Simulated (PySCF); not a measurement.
Compound: C7H9NSi.
SMILES with atom numbers: `[N:1]#[C:2][C:3]1=[CH:4][SiH2:5][C@H:6]2[CH2:7][C@@H:8]1[CH2:9]2`

Geometry (GFN2-xTB, Å), atoms numbered from 1 in this order:
```xyz
18
C7H9NSi angstrom
N      3.4276    1.3993   -1.2133
C      2.3760    1.1037   -0.8606
C      1.0863    0.7316   -0.4229
C      0.1296    1.6504   -0.2226
Si    -1.5604    1.0701    0.3722
C     -1.1796   -0.7902    0.4552
C     -0.4673   -1.1882   -0.8486
C      0.8482   -0.7339   -0.1909
C      0.1700   -0.9689    1.1710
H      0.3564    2.6919   -0.4039
H     -1.8642    1.6196    1.6955
H     -2.5963    1.3671   -0.6199
H     -1.9925   -1.4368    0.7821
H     -0.4795   -2.2638   -1.0223
H     -0.7549   -0.6741   -1.7655
H      1.7445   -1.3170   -0.4110
H      0.4221   -0.2679    1.9665
H      0.3253   -1.9866    1.5273
```

NICS is the negative of the GIAO shielding at a point without a nucleus: at the ring centre (0) and 1 Å above and below it (1); zz is the component along the ring normal. Level: GIAO PBE0/pcSseg-1 (PySCF, non-relativistic, gas phase) on the GFN2-xTB geometry, one conformer.

Ring bond lengths (Å), with Mayer bond orders in brackets: C3–C4 1.341 (1.83), C4–Si5 1.883 (0.86), Si5–C6 1.901 (0.88), C6–C7 1.538 (0.96), C7–C8 1.539 (0.96), C8–C3 1.503 (0.96); C6–C7 1.538 (0.96), C7–C8 1.539 (0.96), C8–C9 1.539 (0.96), C9–C6 1.538 (0.96).

What do the NICS probes read (ppm)?

```tsv
ring	type	NICS(0)	NICS(1), two faces	NICS(1)zz, two faces	rms pucker (Å)	centre to ring atoms, mean (Å)
C3–C4–Si5–C6–C7–C8	6-membered ring with Si; formal bonds 1 double, 5 single	0.9	-4.2 / -1.5	-0.7 / 1.7	0.33	1.51
C6–C7–C8–C9	4-membered carbocycle; formal bonds all single	-0.9	-0.9 / 0.8	2.4 / -0.7	0.16	1.08
```

What can be read from them?

- C3–C4–Si5–C6–C7–C8: mean NICS(1)zz 0.5 ppm, near zero. Si5, C6, C7, C8 have four or more neighbours, so the value isn't read as a sign of a π ring current.
- C6–C7–C8–C9: mean NICS(1)zz 0.9 ppm, near zero. C6, C7, C8, C9 have four or more neighbours, so the value isn't read as a sign of a π ring current. The two faces differ by 3.1 ppm, so no symmetry operation interchanges them.

What is the mean of the two in-plane components of NICS at the second NICS(1) probe listed for ring C6–C7–C8–C9, 1 Å off the ring?

The isotropic value is a third of the trace: (3 × 0.8 − (-0.7))/2 = 1.6 ppm.

Give the inner angles of the rings and the Hirshfeld charges of the ring atoms.

- C3–C4–Si5–C6–C7–C8: C3 122.1° (+0.028 e), C4 118.4° (-0.118 e), Si5 97.8° (+0.346 e), C6 108.0° (-0.113 e), C7 87.5° (-0.067 e), C8 110.9° (-0.022 e); sum 644.8° against 720° for a flat convex ring.
- C6–C7–C8–C9: C6 87.6° (-0.113 e), C7 87.5° (-0.067 e), C8 87.5° (-0.022 e), C9 87.5° (-0.067 e); sum 350.2° against 360° for a flat convex ring.

The run took 1.9 min wall on one thread, Intel Xeon at 2.50 GHz (x86_64), on a shared host, and the process peaked at 0.85 GiB of memory. This is the whole shielding run at PBE0/pcSseg-1, SCF included.
